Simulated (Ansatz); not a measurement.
Start from `COBCCl` and change one atom or group to get `COBS`.

Ansatz, PBE0-D4/def2-TZVP geometries, multiplicity 1. Each molecule was computed in one conformer, which needn't be the lowest.

```
                                          property  `COBCCl`
               HOMO–LUMO gap (PBE/def2-TZVPP) / eV      5.10
              HOMO–LUMO gap (PBE0/def2-TZVPP) / eV      7.50
size of the dipole moment (ωB97M-V/def2-TZVPP) / D      2.57
                HOMO energy (PBE0/def2-TZVPP) / eV     -8.03
           HOMO–LUMO gap (ωB97M-V/def2-TZVPP) / eV     11.71
                 LUMO energy (PBE/def2-TZVPP) / eV     -1.54
```

(1) What does the change do to each property? (Estimate.)

## Answers

(1) Ansatz gave: 
```tsv
property	`COBS`	shift
HOMO–LUMO gap (PBE/def2-TZVPP) / eV	5.36	0.26
HOMO–LUMO gap (PBE0/def2-TZVPP) / eV	7.53	0.03
size of the dipole moment (ωB97M-V/def2-TZVPP) / D	2.07	-0.50
HOMO energy (PBE0/def2-TZVPP) / eV	-7.53	0.50
HOMO–LUMO gap (ωB97M-V/def2-TZVPP) / eV	11.61	-0.10
LUMO energy (PBE/def2-TZVPP) / eV	-0.95	0.59
```

Dipoles are sizes alone; their direction can turn.
